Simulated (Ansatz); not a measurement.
The cluster Ga₂O₃. Total charge 0; singlet. Geometry PBE0-D4/def2-SVPD, that of the charge -1 doublet.

| atom | x (Å) | y (Å) | z (Å) |
| --- | --- | --- | --- |
| Ga1 | -0.6427 | -0.0771 | 0.3310 |
| Ga2 | 1.6597 | 0.1995 | -0.8549 |
| O3 | -2.1466 | -0.2583 | 1.1059 |
| O4 | 0.5917 | -1.2393 | -0.5437 |
| O5 | 0.5379 | 1.3753 | -0.0382 |

The restricted singlet is unstable towards broken spin symmetry in Hartree–Fock (as tested in another run); at PBE-D4/def2-TZVPD, r2SCAN-D4/def2-TZVPD, PBE0-D4/def2-TZVPD this wasn't settled. At PBE-D4/def2-TZVPD, r2SCAN-D4/def2-TZVPD an occupied level of the charge 0 singlet lies above an empty one (by up to 0.14 eV), so this SCF solution is probably not the lowest. At PBE0-D4/def2-TZVPD a triplet of charge 0 lies 0.96 eV below the restricted singlet at the same geometry. The structure comes from a short search, and lower isomers may exist.

(1) Estimate the orbital energies around the gap (eV) in Ansatz with PBE-D4/def2-TZVPD, r2SCAN-D4/def2-TZVPD, PBE0-D4/def2-TZVPD.

## Answers

(1) 
| orbital | PBE-D4/def2-TZVPD | r2SCAN-D4/def2-TZVPD | PBE0-D4/def2-TZVPD |
| --- | --- | --- | --- |
| HOMO−5 | -8.67 | -9.04 | -10.40 |
| HOMO−4 | -8.21 | -8.41 | -9.20 |
| HOMO−3 | -7.47 | -7.84 | -9.11 |
| HOMO−2 | -7.43 | -7.75 | -9.04 |
| HOMO−1 | -6.47 | -6.72 | -7.54 |
| HOMO | -6.43 | -6.61 | -7.22 |
| LUMO | -6.57 | -6.69 | -6.21 |
| LUMO+1 | -2.50 | -2.27 | -2.00 |
| LUMO+2 | -1.98 | -1.65 | -0.99 |
| LUMO+3 | -0.91 | -0.42 | -0.42 |
| LUMO+4 | -0.70 | -0.36 | 0.10 |
| LUMO+5 | -0.11 | 0.65 | 0.27 |
